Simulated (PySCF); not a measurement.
Computed structure and properties of [HoCl2]+

System: [HoCl2]+ (singlet in the valence; each metal's 4f electrons, 10 of them, lie in its core potential, out of spins and levels); start: template (C2v). Method: PySCF 2.14.0, RKS PBE0, Ho lcecp-1-SVP with ECP56, Cl def2-SVP; non-relativistic Hamiltonian with scalar-relativistic core potentials where named; density fitting; no spin-orbit coupling.

Input of the relaxation:

```python
mol = gto.M(atom='''
Ho     0.00000     0.00000    -0.31618
Cl     2.37260    -0.00000     0.74562
Cl    -2.37260     0.00000     0.74562''',
    basis={'Ho': 'lcecp-1-SVP', 'Cl': 'def2-SVP'},
    ecp={'Ho': 'lcecp-1-SVP'},
    charge=1, spin=0)
mf = dft.RKS(mol, xc='PBE0')
mf.grids.atom_grid = (50, 194)  # f atoms: unpruned, at least (60, 302)
mf = mf.density_fit()  # fitting sets: Ho AutoAux, Cl def2-universal-JKFIT
mf.conv_tol = 1e-08; mf.max_cycle = 55
mf.kernel(dm0)  # dm0: converged density of the start geometry
# quasi-Newton relaxation in Cartesian coordinates to a largest gradient under 0.00045 Eh/bohr, steps kept in the point group
```

Run from Python with OMP_NUM_THREADS=2; the lines above give its settings. Where DIIS fails, smearing, a level shift and second-order steps follow.
It took 13 s on 2 threads of Arm Neoverse V2 (shared host), from the converged density of the start.

Course of the relaxation:

```csv
step,energy above end (eV),largest force component within the symmetry (eV/Å)
0,0.7441,2.372
1,0.2311,1.276
2,0.0990,0.874
3,0.0531,0.221
4,0.0224,0.339
5,0.0077,0.304
6,0.0001,0.022
7,0.0000,0.003
```

Relaxed geometry (C2v):

```xyz
3

Ho    0.0000    0.0000   -0.4996
Cl    1.9459    0.0000    0.8374
Cl   -1.9459    0.0000    0.8374
```

| contact | Å |
| --- | --- |
| Ho1–Cl2 (Cl) | 2.361 |
| Ho1–Cl3 (Cl) | 2.361 |

On the finer grid (75, 302):

* HOMO: -13.87 eV
* LUMO: -8.21 eV
* Dipole about the centre of mass: 6.33 D
* Set of Mulliken populations of Ho1 outside the core potential: s 2.23, p 6.22, d 1.22, f 0.04
* D3(BJ) dispersion energy (not in the energies): -0.067 eV

```tsv
atom	Mulliken (e)	Löwdin (e)	spin (e)
Ho1	1.28	0.67	0.00
Cl2	-0.14	0.17	0.00
Cl3	-0.14	0.17	0.00
```

The 4f levels lie in the core potential and are missing. Their spin isn't counted.

On the grid (50, 194), as all that follows. Harmonic modes: a minimum; lowest 85 cm⁻¹ (negative: unstable), highest 401 cm⁻¹, zero-point energy 0.055 eV.

Taking off one Cl (charge -1, singlet; the rest: singlet) in vacuum, both parts rigid, costs 14.98 eV; the small basis without counterpoise inflates it. Most of it is the attraction of opposite charges; other ways to part are cheaper, and one spin state was tried for the rest.

Rigid scan of Cl along the line from its metal:

| distance to Cl2 (Å) | energy (eV) |
| --- | --- |
| 2.06 | 1.130 |
| 2.16 | 0.436 |
| 2.26 | 0.096 |
| 2.36 | 0.000 |
| 2.46 | 0.073 |
| 2.56 | 0.261 |
| 2.76 | 0.831 |
| 3.06 | 1.864 |
| 3.46 | 3.171 |
| 3.96 | 4.419 |

One start shape was tried, so this needn't be the lowest isomer.

An lcecp potential fixes the number of 4f electrons, so in runs with it no electron can move into or out of that shell.
